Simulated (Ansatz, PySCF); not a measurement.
silyloxysilylmethanol (CH8O2Si2), SMILES OC[SiH2]O[SiH3].

Geometry optimised at B3LYP-D3(BJ)/def2-SVP. Other conformers were not sampled.

Vertical ionisation energy (IE) and electron affinity (EA) in eV. Rows of orbital energies are one-electron estimates. Where ΔSCF, EOM or ADC give a negative EA the extra electron is unbound and the value depends on the basis.

```tsv
level	IE	EA
−ε(HOMO), −ε(LUMO), B3LYP/def2-TZVP (PySCF)	7.30	0.46
−ε(HOMO), −ε(LUMO), PBE/def2-TZVP (PySCF)	6.04	1.12
ΔSCF, PBE0/def2-TZVPD (Ansatz), final states of multiplicity 2 and 2	9.65	-0.79
ΔSCF, PBE/def2-TZVPD (Ansatz), final states of multiplicity 2 and 2	9.14	-0.51
```

What vertical singlet–triplet gap does ΔSCF give with PBE0/def2-TZVPD (Ansatz, a first-principles code) and with PBE/def2-TZVPD (Ansatz)? (An estimate is asked for; the answer gives what the named calculation found.)

5.61 and 5.07 eV (triplet above singlet where positive).
